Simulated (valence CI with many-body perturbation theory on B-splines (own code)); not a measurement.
**Questions on Xe²¹⁺**

Computed by configuration interaction combined with many-body perturbation theory (CI+MBPT): five valence electrons over a frozen Dirac-Fock core [Ar] 3d10, radial functions for each j: 9 s, 9 p, 8 d, 6 f, 3 g, 1 h, with the one-electron correlation potential Σ1, the two-electron term Σ2, the three-electron term Σ3, Breit, model QED; selected CI, second order for the rest, scaled by the run's own slope (own B-spline code, finite nucleus).

No measured spectrum was set against this ion. As an estimate, levels hold to about 250 cm⁻¹ or 0.2 % of their energy and the worst to 1 %, as in measured heavy ions of charge 2 to 7; those with d or f electrons hold less well. Among the levels kept, up to 980 cm⁻¹ of a level comes from second order outside the variational space, and about a tenth of that is noise between levels of different J, which matters for small intervals.

Levels are named by their leading jj configuration (3d3/2^4 stands for four electrons in 3d with j = 3/2), which in mixed levels can hold well under half, so a name can repeat and another be missing.

Rates and lifetimes use the calculated energies. Strong lines usually hold to 10 to 20 %, long lifetimes can be off by a factor of two.

(1) What is the ground level?

(2) Among levels below 122.92 eV, which E1 lines absorb most strongly from the ground level?

(3) What is the ionisation energy?

(4) How well does LS coupling describe the low levels?

(5) Where does the other parity begin?

(6) What are the static dipole polarisabilities of the lowest levels?

(7) Name the longest-lived excited levels whose lifetime is computed, and their main decay.

Answers

(1) (4s^2 4p1/2^2 4p3/2) J=3/2, composition 41 % 4s2 4p3 4S° + 37 % 4s2 4p3 2P° + 20 % 4s2 4p3 2D°, g = 1.498.

(2) to (4s^2 4p1/2 4p3/2 4d3/2) J=5/2 at 11.28 nm, f = 0.720; to (4s^2 4p1/2 4p3/2 4d3/2) J=3/2 at 11.19 nm, f = 0.464; to (4s^2 4p1/2 4p3/2 4d5/2) J=5/2 at 10.71 nm, f = 0.307.

(3) 651.62 eV; NIST lists 650 ± 4 eV (theoretical).

(4) Among the lowest 20 levels the leading LS term, summed over configurations, holds 62 % on average. For single configurations the figures are 58 % in LS and 81 % in jj coupling. Terms mix most in the J = 5/2 level at 90.78 eV, where the leading one holds 37 %.

(5) At (4s 4p1/2^2 4p3/2^2) J=5/2, 63.26 eV.

(6) (4s^2 4p1/2^2 4p3/2) J=3/2 0.212 (tensor 0.011); (4s^2 4p1/2 4p3/2^2) J=3/2 0.223 (tensor 0.0061); (4s^2 4p1/2 4p3/2^2) J=5/2 0.222; (4s^2 4p1/2 4p3/2^2) J=1/2 0.221 bohr³, of which the core gives 0.0116.

(7) (4s^2 4p1/2 4p3/2^2) J=5/2 at 16.49 eV lives 179 μs, mostly by M1 to (4s^2 4p1/2^2 4p3/2) J=3/2; (4s^2 4p1/2 4p3/2^2) J=3/2 at 13.38 eV lives 36.4 μs, mostly by M1 to (4s^2 4p1/2^2 4p3/2) J=3/2; (4s^2 4p1/2 4p3/2^2) J=1/2 at 20.61 eV lives 31.6 μs, mostly by M1 to (4s^2 4p1/2^2 4p3/2) J=3/2. The lifetime of (4s^2 4p1/2 4p3/2 4d5/2) J=9/2 is too uncertain to give, and may be longer.
